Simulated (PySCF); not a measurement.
Compound: C₇H₉O₂P.
Bonds: C1–C2 (triple), C2–P3, P3–C4, C4–C5, C5–C6 (double), P3–C7, C7–O8 (double), C7–O9, O9–C10. Hydrogens: H11 on C1; H12, H13 on C4; H14 on C5; H15, H16 on C6; H17, H18, H19 on C10.

The same species was optimised twice, with GFN2-xTB and with PBE0-D3(BJ)/def2-SVP (PySCF), and the same property calculations (PySCF, gas phase) were run on both structures.

```csv
coordinate,GFN2-xTB,PBE0-D3(BJ)/def2-SVP,change
P3–C7 (Å),1.858,1.873,+0.015
C1≡C2 (Å),1.203,1.216,+0.013
C5=C6 (Å),1.321,1.334,+0.013
P3–C4 (Å),1.874,1.866,-0.008
C4–C5 (Å),1.489,1.493,+0.004
C2–P3 (Å),1.764,1.767,+0.003
O9–C10 (Å),1.424,1.421,-0.003
C7–O9 (Å),1.326,1.329,+0.003
C7=O8 (Å),1.201,1.202,+0.001
C2–P3–C7 (°),94.7,99.6,+4.9
C2–P3–C4 (°),98.3,101.6,+3.3
P3–C7–O9 (°),108.5,111.7,+3.2
P3–C7–O8 (°),125.5,123.5,-2.0
C1–C2–P3 (°),175.8,174.5,-1.3
C4–P3–C7 (°),96.3,97.7,+1.4
O8–C7–O9 (°),125.9,124.6,-1.3
C7–O9–C10 (°),117.1,116.0,-1.1
C2–P3–C4–C5 (°),70,67,-3
P3–C4–C5–C6 (°),112,109,-3
C2–P3–C7–O8 (°),121,130,+9
P3–C7–O9–C10 (°),-178,-177,+1
```

Rotational constants: A = 2052, B = 692.4, C = 563.9 MHz (GFN2-xTB) against A = 1947, B = 687.5, C = 544.5 MHz (PBE0-D3(BJ)/def2-SVP). Point groups within 0.08 Å: C1 and C1. Atoms that the bonding makes alike are paired by their places after alignment.

On the GFN2-xTB structure: HOMO (eV) -7.01 [PBE0/pcSseg-1]; LUMO (eV) -0.32 [PBE0/pcSseg-1]; dipole (D) 1.67 [PBE0/pcSseg-1]; GIAO shielding of C1 (ppm) 83.9 [PBE0/pcSseg-1]; GIAO shielding of C2 (ppm) 101.1 [PBE0/pcSseg-1]; GIAO shielding of P3 (ppm) 389.1 [PBE0/pcSseg-1]; GIAO shielding of C4 (ppm) 147.1 [PBE0/pcSseg-1]; GIAO shielding of C5 (ppm) 46.1 [PBE0/pcSseg-1]; GIAO shielding of C6 (ppm) 62.2 [PBE0/pcSseg-1]; GIAO shielding of C7 (ppm) 0.8 [PBE0/pcSseg-1]; GIAO shielding of O8 (ppm) -131.0 [PBE0/pcSseg-1].

Q: What do these properties become on the PBE0-D3(BJ)/def2-SVP structure?

A: 
```tsv
property	level	on GFN2-xTB	on PBE0-D3(BJ)/def2-SVP	change
HOMO (eV)	PBE0/pcSseg-1	-7.01	-6.91	+0.10
LUMO (eV)	PBE0/pcSseg-1	-0.32	-0.35	-0.03
dipole (D)	PBE0/pcSseg-1	1.67	1.64	-0.03
energy, GFN2-xTB geometry as zero (kcal/mol)	PBE0/pcSseg-1	0.0	-1.3	-1.3
GIAO shielding of C1 (ppm)	PBE0/pcSseg-1	83.9	79.0	-4.9
GIAO shielding of C2 (ppm)	PBE0/pcSseg-1	101.1	102.7	+1.6
GIAO shielding of P3 (ppm)	PBE0/pcSseg-1	389.1	371.4	-17.7
GIAO shielding of C4 (ppm)	PBE0/pcSseg-1	147.1	149.2	+2.1
GIAO shielding of C5 (ppm)	PBE0/pcSseg-1	46.1	44.2	-1.9
GIAO shielding of C6 (ppm)	PBE0/pcSseg-1	62.2	57.6	-4.6
GIAO shielding of C7 (ppm)	PBE0/pcSseg-1	0.8	0.2	-0.6
GIAO shielding of O8 (ppm)	PBE0/pcSseg-1	-131.0	-137.6	-6.6
```

The heavy atoms differ by 0.106 Å rms after alignment (one structure mirrored). Among bonds between heavy atoms P3–C7 changes most (+0.015 Å). Changes are differences of the printed values. Neither structure is proved a minimum here.

Shape of the structure used: `[CH:1]#[C:2][P:3]([CH2:4][CH:5]=[CH2:6])[C:7](=[O:8])[O:9][CH3:10]`: C2–P3–C4–C5 67°, P3–C4–C5–C6 109°, C2–P3–C7–O8 130°, P3–C7–O9–C10 -177°.
